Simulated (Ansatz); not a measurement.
Geometry optimisation of `N/C=C/[SiH2]S`.

```yaml
crystal:
  periodic: [false, false, false]
  atoms:
    - {symbol: N, position_ang: [-0.750478, 1.946835, 1.543841]}
    - {symbol: C, position_ang: [-0.502037, 1.125354, 0.477451]}
    - {symbol: C, position_ang: [-0.142678, -0.192051, 0.517069]}
    - {symbol: Si, position_ang: [0.121492, -1.169019, -1.022773]}
    - {symbol: S, position_ang: [2.215083, -1.770824, -1.099341]}
    - {symbol: H, position_ang: [-0.504379, 1.633767, 2.483003]}
    - {symbol: H, position_ang: [-0.781301, 2.954661, 1.404924]}
    - {symbol: H, position_ang: [-0.655418, 1.619530, -0.499286]}
    - {symbol: H, position_ang: [0.020639, -0.669202, 1.500563]}
    - {symbol: H, position_ang: [-0.254511, -0.299122, -2.198516]}
    - {symbol: H, position_ang: [-0.696140, -2.434638, -1.103774]}
    - {symbol: H, position_ang: [2.006629, -2.800390, -1.969159]}
basis:
  gaussian: {orbitals: def2-TZVP}
hamiltonian: {xc: pbe0, dispersion: d4}
relax: {f_tol: 0.005, max_steps: 150}
```

```sh
$ ansatz run in.yaml --threads 4 --pin off --events-out ev --progress --plain --max-ram 10444MiB
```

Shortened log:

```
Functional definition: PBE0
mean field -22382.10846918 eV, -822.5273151045 hartree, gradient 2.9e-5 eV, S^2 0.000000; 0 other end points of the search recorded, 0 dependent functions left out
relax step   1: F+E_penalty+E_count = -22382.33652106 eV  Δ(F+E_penalty+E_count) = +0.000e0 eV  max|allowed force component| = 6.808e-1 eV/Å  Δτ_max = 0.0000 Å  (29 SCF iters, accepted)
mean field -22382.16087339 eV, -822.5292409235 hartree, gradient 2.4e-5 eV, S^2 0.000000; 0 other end points of the search recorded, 0 dependent functions left out
relax step   2: F+E_penalty+E_count = -22382.39081636 eV  Δ(F+E_penalty+E_count) = -5.430e-2 eV  max|allowed force component| = 1.536e-1 eV/Å  Δτ_max = 0.0428 Å  (32 SCF iters, accepted)
mean field -22382.16401742 eV, -822.5293564646 hartree, gradient 2.3e-5 eV, S^2 0.000000; 0 other end points of the search recorded, 0 dependent functions left out
relax step   3: F+E_penalty+E_count = -22382.39422877 eV  Δ(F+E_penalty+E_count) = -3.412e-3 eV  max|allowed force component| = 6.215e-2 eV/Å  Δτ_max = 0.0231 Å  (32 SCF iters, accepted)
mean field -22382.16442000 eV, -822.5293712592 hartree, gradient 2.3e-5 eV, S^2 0.000000; 0 other end points of the search recorded, 0 dependent functions left out
relax step   4: F+E_penalty+E_count = -22382.39491018 eV  Δ(F+E_penalty+E_count) = -6.814e-4 eV  max|allowed force component| = 2.763e-2 eV/Å  Δτ_max = 0.0228 Å  (31 SCF iters, accepted)
mean field -22382.16476890 eV, -822.5293840808 hartree, gradient 2.3e-5 eV, S^2 0.000000; 0 other end points of the search recorded, 0 dependent functions left out
relax step   5: F+E_penalty+E_count = -22382.39515051 eV  Δ(F+E_penalty+E_count) = -2.403e-4 eV  max|allowed force component| = 1.345e-2 eV/Å  Δτ_max = 0.0091 Å  (32 SCF iters, accepted)
mean field -22382.16478674 eV, -822.5293847363 hartree, gradient 2.4e-5 eV, S^2 0.000000; 0 other end points of the search recorded, 0 dependent functions left out
relax step   6: F+E_penalty+E_count = -22382.39518113 eV  Δ(F+E_penalty+E_count) = -3.062e-5 eV  max|allowed force component| = 6.535e-3 eV/Å  Δτ_max = 0.0033 Å  (32 SCF iters, accepted)
mean field -22382.16479839 eV, -822.5293851648 hartree, gradient 2.4e-5 eV, S^2 0.000000; 0 other end points of the search recorded, 0 dependent functions left out
relax step   7: F+E_penalty+E_count = -22382.39518716 eV  Δ(F+E_penalty+E_count) = -6.028e-6 eV  max|allowed force component| = 3.932e-3 eV/Å  Δτ_max = 0.0014 Å  (33 SCF iters, accepted)
mean field -22382.16479839 eV, -822.5293851648 hartree, gradient 2.4e-5 eV, S^2 0.000000; 1 other end points of the search recorded, 0 dependent functions left out
Total energy: -22382.39521992 eV, -822.5378529996 hartree
Atom 0 at    -0.756642     1.923484     1.526377 Å, force    -0.003101    -0.000113    -0.003403 eV/Å
Atom 1 at    -0.493778     1.106704     0.469518 Å, force     0.000115    -0.000586     0.001230 eV/Å
Atom 2 at    -0.138931    -0.189917     0.520465 Å, force    -0.000635     0.001628    -0.001533 eV/Å
Atom 3 at     0.119444    -1.157002    -1.005576 Å, force    -0.000051    -0.001005    -0.001391 eV/Å
Atom 4 at     2.184778    -1.754802    -1.091208 Å, force     0.000334     0.000600     0.000344 eV/Å
Atom 5 at    -0.497425     1.618017     2.448473 Å, force     0.000812     0.001083     0.000401 eV/Å
Atom 6 at    -0.764780     2.916078     1.381163 Å, force     0.001119     0.000570     0.003932 eV/Å
Atom 7 at    -0.635503     1.591430    -0.494170 Å, force     0.001085    -0.002128    -0.001159 eV/Å
Atom 8 at     0.005114    -0.654561     1.494400 Å, force     0.000573     0.000381     0.001824 eV/Å
Atom 9 at    -0.241234    -0.296630    -2.167740 Å, force     0.000189     0.000315     0.000186 eV/Å
Atom 10 at    -0.687981    -2.405470    -1.079221 Å, force    -0.000061    -0.000244     0.000176 eV/Å
Atom 11 at     1.983839    -2.752431    -1.968478 Å, force    -0.000379    -0.000501    -0.000608 eV/Å
Dipole moment:    -0.256360     0.528956     0.329544 e Å
```

Hardware: 4 threads of an Arm Neoverse V2 on a shared host. Wall time 29 s, peak host memory 0.57 GiB.
